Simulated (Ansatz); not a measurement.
Input file for Ansatz (a program for electronic structure): R-PBE0/def2-TZVPP on BrHOSe (SMILES O[Se]Br), a point of a torsion scan.

Ansatz 0.2 input:
```yaml
crystal:
  periodic: [false, false, false]
  atoms:
    - {symbol: O, position_ang: [-1.13920095, 0.11246035, 0.25815632]}
    - {symbol: Se, position_ang: [0.37310981, 1.05172534, -0.11649894]}
    - {symbol: Br, position_ang: [1.17386382, -0.18974307, -1.85904175]}
    - {symbol: H, position_ang: [-1.24104173, -0.64066129, -0.32926329]}
basis:
  gaussian:
    orbitals: def2-TZVPP
hamiltonian:
  xc: {name: PBE0}
scf: {lower_state_search: off}
```

The head of its log:

```
WARN ansatz: RAYON_NUM_THREADS=1 ignored (pool sized by the plan → 1); use --threads N
Functional definition: PBE0
these checks for a lower state are left out or cut short: stability, starts, cluster_reference, orbital_swaps, neighbouring_geometries, increment
integrals: 0.06 GiB planned
1035 factors; their error is unknown
mean field: 0.63 GiB planned
mean field evaluation 1: about -137436.7411 eV, gradient 5.1e1 eV
mean field evaluation 2: about -137372.0870 eV, gradient 1.5e2 eV
```

### Question
Give the final energy of this run.

### Answer
-5050.8935 hartree.
